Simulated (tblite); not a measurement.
Species: C6H10NO (doublet state).
Atom-mapped SMILES: `[CH3:1][N:2]([CH3:3])[C:4](=[O:5])[C:6]1[CH2:7][CH2:8]1` (hydrogens: H9, H10, H11 on C1; H12, H13, H14 on C3; H15, H16 on C7; H17, H18 on C8)

The geometry is computed with GFN2-xTB (gas phase). This method treats the open shell by occupation alone, without spin polarisation.

Problem. What internal coordinates does the optimisation give?

Solution. 
```json
{"bond": "C1–N2", "length (pm)": "144.1"}
{"bond": "N2–C3", "length (pm)": "143.7"}
{"bond": "N2–C4", "length (pm)": "134.8"}
{"bond": "C4=O5", "length (pm)": "122.2"}
{"bond": "C4–C6", "length (pm)": "147.0"}
{"bond": "C6–C7, C6–C8", "length (pm)": "148.0"}
{"bond": "C7–C8", "length (pm)": "150.5"}
{"bond": "C1–H9, C1–H10, C1–H11", "length (pm)": "109.1"}
{"bond": "C3–H12, C3–H13, C3–H14", "length (pm)": "109.3"}
{"bond": "C7–H15 and 3 like bonds", "length (pm)": "108.3"}
```

Bonds in one row agree within 1 pm and their mean is given. A selection of angles:
```json
{"angle": "C1–N2–C3", "degrees": "117.2"}
{"angle": "C1–N2–C4", "degrees": "120.6"}
{"angle": "C3–N2–C4", "degrees": "122.3"}
{"angle": "N2–C4–O5", "degrees": "123.8"}
{"angle": "N2–C4–C6", "degrees": "116.2"}
{"angle": "O5–C4–C6", "degrees": "120.0"}
{"angle": "C4–C6–C7", "degrees": "126.9"}
{"angle": "C7–C6–C8", "degrees": "61.1"}
{"angle": "C6–C7–C8", "degrees": "59.4"}
```

Torsions: C1–N2–C4–O5 0° (synperiplanar); N2–C4–C6–C7 140° (anticlinal); C4–C6–C7–C8 116° (anticlinal); C4–C6–C8–C7 -116° (anticlinal).

N2 (nitrogen bonded to 3 C) is planar (angles 122.3°, 120.6° and 117.2°, sum 360.0°, 0.00 Å off the plane of its three neighbours). The 3 C–N bonds span 1.348 Å (N2–C4, drawn single) to 1.441 Å (C1–N2, drawn single), a spread of 0.093 Å. Of the pairs four or more bonds apart, C6···H13 is among the closest relative to their van der Waals radii: 2.19 Å, 75 % of the sum of Bondi's values. C6 (carbon bonded to 3 C) is pyramidal (angles 126.9°, 126.9° and 61.1°, sum 314.8°, 0.53 Å off the plane of its three neighbours). The C–C distances run from 1.470 Å (C4–C6, drawn single in one of several resonance forms) to 1.505 Å (C7–C8, drawn single), a spread of 0.035 Å. The 3-membered ring C6–C7–C8 has internal angles of 59.4° to 61.1°. C4 (carbon bonded to C, N and O) is planar (angles 123.8°, 120.0° and 116.2°, sum 360.0°, 0.00 Å off the plane of its three neighbours).

Point group: Cs (every atom within 0.08 Å of its image). GFN2-xTB frequencies show an imaginary mode (64i cm⁻¹), so the point is no minimum at that level.

The run took 0.28 s on AMD EPYC 7B13, one thread, no GPU, shared host with 96 logical CPUs at a one-minute load of 42. That covers the optimisation of the geometry.

One conformer stands for the species.
